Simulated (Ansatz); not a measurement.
One geometry of GeHMe2Br (C₂H₇BrGe), several levels of theory.

```yaml
crystal:
  periodic: [false, false, false]
  atoms:
    - {symbol: Ge, position_ang: [-0.253830, -0.432171, 0.490688]}
    - {symbol: H, position_ang: [-0.307492, -0.528832, 2.030659]}
    - {symbol: C, position_ang: [1.582606, -0.521968, -0.181242]}
    - {symbol: H, position_ang: [2.067026, -1.450037, 0.154264]}
    - {symbol: H, position_ang: [2.159673, 0.338502, 0.193272]}
    - {symbol: H, position_ang: [1.579345, -0.499856, -1.280820]}
    - {symbol: C, position_ang: [-1.224265, 1.131512, -0.176395]}
    - {symbol: H, position_ang: [-2.265263, 1.114597, 0.176583]}
    - {symbol: H, position_ang: [-1.221629, 1.130930, -1.276194]}
    - {symbol: H, position_ang: [-0.739458, 2.053169, 0.183074]}
    - {symbol: Br, position_ang: [-1.376723, -2.335854, -0.313888]}
basis:
  gaussian: {orbitals: def2-TZVP, initial_orbitals: start.molden}
hamiltonian: {xc: pbe, dispersion: d4}
scf: {omitted_lower_state_checks: [starts]}
output: {orbitals: {seedname: orbitals}}
```

The file start.molden holds the orbitals of an earlier run on this structure, at another level or in another basis.

```sh
$ ansatz run in.yaml --threads 4 --pin off --events-out ev --progress --plain --max-ram 3916MiB
```

Shortened log:

```
Functional definition: PBE
1402 factors; their error is unknown
mean field evaluation 1: about -128732.9380 eV, gradient 1.3e1 eV
mean field evaluation 2: about -128733.0607 eV, gradient 1.4e-1 eV
mean field evaluation 4: about -128732.9985 eV, gradient 2.6e-4 eV
mean field -128732.99852119 eV, -4730.8504372932 hartree, gradient 1.0e-5 eV, S^2 0.000000; 0 other end points of the search recorded, 0 dependent functions left out
reference -128732.99856388 eV, -4730.8504388622 hartree; 43, 43 occupied and 157, 157 virtual orbitals, 1402 factors
Total energy: -128733.23175553 eV, -4730.8590084972 hartree
Checks for a lower state left out: starts
```

Hardware: 4 threads of Arm Neoverse V2 on a shared host. Wall time 1.8 s.

As the first input, with `hamiltonian: {xc: {name: LC-wPBE}}` (abridged; 2.3 s):

```
Functional definition: LC-wPBE
mean field -128737.14263441 eV, -4731.0027306450 hartree, gradient 2.4e-5 eV, S^2 0.000000
Total energy: -128737.14263441 eV, -4731.0027306453 hartree
Checks for a lower state left out: starts
```

First input, but with `hamiltonian: {xc: {name: wB97X-V}}` (abridged; 7 s):

```
Functional definition: wB97X-V
mean field -128743.29898572 eV, -4731.2289723830 hartree, gradient 1.2e-5 eV, S^2 0.000000
Total energy: -128743.29898368 eV, -4731.2289723078 hartree
Checks for a lower state left out: starts
```

The first input with `gaussian: {orbitals: def2-SVP, initial_orbitals: start.molden}`, `correlation: {method: ccsd_t}` and without the key `hamiltonian` (abridged; 12 s):

```
Functional definition: HF
mean field -128628.81295019 eV, -4727.0216881787 hartree, gradient 4.7e-6 eV, S^2 0.000000
20 core orbitals not correlated: weight in the atoms' cores, before any rotation towards them, 1.000 or more for the frozen orbitals, at most 0.000 for the correlated occupied ones
second order -20.52290011 eV of doubles, -0.00000000 eV of singles
cycle   1  -20.86173111 eV  change   -3.4e-1 eV  update   9.0e-2
cycle   2  -21.40553685 eV  change   -5.4e-1 eV  update   2.6e-2
cycle   3  -21.46588028 eV  change   -6.0e-2 eV  update   1.0e-2
cycle   4  -21.46411001 eV  change    1.8e-3 eV  update   2.3e-3
cycle   5  -21.46502775 eV  change   -9.2e-4 eV  update   6.4e-4
cycle   6  -21.46490606 eV  change    1.2e-4 eV  update   1.8e-4
cycle   7  -21.46490316 eV  change    2.9e-6 eV  update   5.0e-5
perturbative correction -0.57297477 eV, -0.0210564345 hartree
Total energy: -128650.85082813 eV, -4727.8315652549 hartree
Checks for a lower state left out: starts
```

The first input with `gaussian: {orbitals: 6-31G}`, `hamiltonian: {xc: hf}` (abridged; 0.65 s):

```
Functional definition: HF
mean field -128625.83753242 eV, -4726.9123435923 hartree, gradient 1.1e-5 eV, S^2 0.000000
Total energy: -128625.83753242 eV, -4726.9123435923 hartree
Checks for a lower state left out: starts
```

As the first input, with `gaussian: {orbitals: 6-31G}`, `hamiltonian: {xc: {name: B3LYP}, dispersion: d4}` (abridged; 1.1 s):

```
Functional definition: B3LYP
mean field evaluation 16: about -128736.5461 eV, gradient 1.5e-5 eV
mean field -128736.54605914 eV, -4730.9808069085 hartree, gradient 1.5e-5 eV, S^2 0.000000
Total energy: -128736.92324705 eV, -4730.9946683083 hartree
Checks for a lower state left out: starts
```

The first input with `hamiltonian: {xc: r2scan, dispersion: d4}`, `output: {forces: true, orbitals: {seedname: orbitals}}` (abridged; 4.1 s):

```
Functional definition: r2SCAN
mean field -128753.39839165 eV, -4731.6001187052 hartree, gradient 1.1e-5 eV, S^2 0.000000
Total energy: -128753.45573115 eV, -4731.6022258929 hartree
Atom 0 force     0.009617     0.013937    -0.120476 eV/Å
Atom 1 force    -0.010934    -0.017437    -0.113580 eV/Å
Atom 2 force     0.096831    -0.038211    -0.046423 eV/Å
Atom 3 force    -0.140552     0.263902    -0.091198 eV/Å
Atom 4 force    -0.168931    -0.232317    -0.098635 eV/Å
Atom 5 force    -0.004105    -0.004748     0.306435 eV/Å
Atom 6 force    -0.081381     0.067544    -0.045315 eV/Å
Atom 7 force     0.297378     0.001503    -0.096960 eV/Å
Atom 8 force     0.004175    -0.003126     0.306658 eV/Å
Atom 9 force    -0.125126    -0.260559    -0.093771 eV/Å
Atom 10 force     0.123028     0.209512     0.093266 eV/Å
Dipole moment:     0.295590     0.501812     0.056969 e Å
Checks for a lower state left out: starts
```

Geometry: B3LYP-D4/def2-SVP.

The 6-31G sets use Cartesian d functions. LC-ωPBE has ω = 0.4 bohr⁻¹. B3LYP takes the VWN-RPA correlation. Correlated methods freeze 20 core orbitals; core or outer-core shells of Ge, Br are correlated, in sets that lack core-valence functions.
